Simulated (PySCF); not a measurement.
Isomers of C7H11N3, mass 137.095 u with the commonest isotopes. Theory: PBE0/pcSseg-1 in PySCF (dipole) on a GFN2-xTB geometry, gas phase. One conformer each, none proved a minimum here; rigid rotors.

Question: Order these by dipole moment, largest first.
A. `[CH2:1]=[CH:2][CH2:3][n:4]1[cH:5][n:6][n:7][c:8]1[CH2:9][CH3:10]` with C1–C2–C3–N4 -129°, C2–C3–N4–C5 -94°, N7–C8–C9–C10 -95°
B. `[CH2:1]=[CH:2][c:3]1[cH:4][n:5][n:6]([CH2:7][CH2:8][CH3:9])[n:10]1` with C1–C2–C3–C4 179°, N5–N6–C7–C8 -74°, N6–C7–C8–C9 -67°
C. `n1nc(C(C)(C)C)ncc1`
D. `[CH2:1]=[CH:2][CH2:3][n:4]1[cH:5][c:6]([CH2:7][CH3:8])[n:9][n:10]1` with C1–C2–C3–N4 126°, C2–C3–N4–C5 -62°, C5–C6–C7–C8 78°
E. `[CH3:1][c:2]1[n:3][cH:4][n:5][n:6][c:7]1[CH:8]([CH3:9])[CH3:10]` with N6–C7–C8–C9 -77°
F. `[CH2:1]=[CH:2][c:3]1[n:4][n:5][n:6]([CH2:7][CH3:8])[c:9]1[CH3:10]` with C1–C2–C3–N4 0°, N5–N6–C7–C8 -96°

Answer: A (6.18 D), F (5.06 D), D (4.44 D), E (3.38 D), C (2.19 D), B (0.72 D).

Question: Order these by out-of-plane moment Σ m c² = (Ia + Ib − Ic)/2, largest first.
A. `[CH2:1]=[CH:2][CH2:3][n:4]1[cH:5][n:6][n:7][c:8]1[CH2:9][CH3:10]` with C1–C2–C3–N4 -129°, C2–C3–N4–C5 -94°, N7–C8–C9–C10 -95°
B. `[CH3:1][c:2]1[n:3][n:4][n:5][cH:6][c:7]1[CH:8]([CH3:9])[CH3:10]` with C6–C7–C8–C9 -61°
C. `[CH2:1]=[CH:2][c:3]1[cH:4][n:5][n:6]([CH2:7][CH2:8][CH3:9])[n:10]1` with C1–C2–C3–C4 179°, N5–N6–C7–C8 -74°, N6–C7–C8–C9 -67°
D. `[CH3:1][c:2]1[n:3][cH:4][n:5][n:6][c:7]1[CH:8]([CH3:9])[CH3:10]` with N6–C7–C8–C9 -77°
E. `[CH2:1]=[CH:2][CH2:3][n:4]1[cH:5][c:6]([CH2:7][CH3:8])[n:9][n:10]1` with C1–C2–C3–N4 126°, C2–C3–N4–C5 -62°, C5–C6–C7–C8 78°
F. `[CH2:1]=[CH:2][c:3]1[n:4][n:5][n:6]([CH2:7][CH3:8])[c:9]1[CH3:10]` with C1–C2–C3–N4 0°, N5–N6–C7–C8 -96°
G. `CC(C)(C)c1nccnn1`

Answer: B (55.82 u·Å²), G (54.99 u·Å²), D (51.01 u·Å²), A (45.96 u·Å²), C (44.48 u·Å²), E (32.32 u·Å²), F (25.41 u·Å²).

Question: Order these by rotational constant C, largest first.
A. `[CH2:1]=[CH:2][CH2:3][n:4]1[cH:5][n:6][n:7][c:8]1[CH2:9][CH3:10]` with C1–C2–C3–N4 -129°, C2–C3–N4–C5 -94°, N7–C8–C9–C10 -95°
B. `CC(C)(C)c1nnccn1`
C. `[CH2:1]=[CH:2][CH2:3][n:4]1[cH:5][c:6]([CH2:7][CH3:8])[n:9][n:10]1` with C1–C2–C3–N4 126°, C2–C3–N4–C5 -62°, C5–C6–C7–C8 78°
D. `CC(C)(C)c1ccnnn1`
E. `[CH2:1]=[CH:2][c:3]1[n:4][n:5][n:6]([CH2:7][CH3:8])[c:9]1[CH3:10]` with C1–C2–C3–N4 0°, N5–N6–C7–C8 -96°

Answer: B (902.2 MHz), D (874.9 MHz), A (798.7 MHz), E (731.3 MHz), C (631.7 MHz).

| SMILES | point group | Ia (u·Å²) | Ib (u·Å²) | Ic (u·Å²) | κ | μa (D) | μb (D) | μc (D) |
| --- | --- | --- | --- | --- | --- | --- | --- | --- |
| CC(C)(C)c1nccnn1 | C1 | 189.61 | 480.53 | 560.16 | -0.83 | 0.63 | 2.10 | 0.05 |
| C=CCn1cnnc1CC | C1 | 291.01 | 433.66 | 632.74 | -0.22 | 5.73 | 1.23 | 1.97 |
| C=Cc1nnn(CC)c1C | C1 | 173.70 | 568.20 | 691.07 | -0.85 | 3.00 | 4.07 | 0.12 |
| C=Cc1cnn(CCC)n1 | C1 | 193.32 | 599.13 | 703.49 | -0.87 | 0.67 | 0.27 | 0.00 |
| C=CCn1cc(CC)nn1 | C1 | 186.78 | 677.92 | 800.06 | -0.89 | 2.42 | 3.33 | 1.68 |
| CC(C)(C)c1ccnnn1 | Cs | 187.48 | 500.19 | 577.64 | -0.85 | 3.09 | 4.02 | 0.00 |
| Cc1nnncc1C(C)C | Cs | 241.97 | 456.71 | 587.04 | -0.60 | 5.82 | 1.89 | 0.00 |
| Cc1ncnnc1C(C)C | C1 | 244.31 | 432.60 | 574.90 | -0.51 | 1.42 | 3.05 | 0.24 |
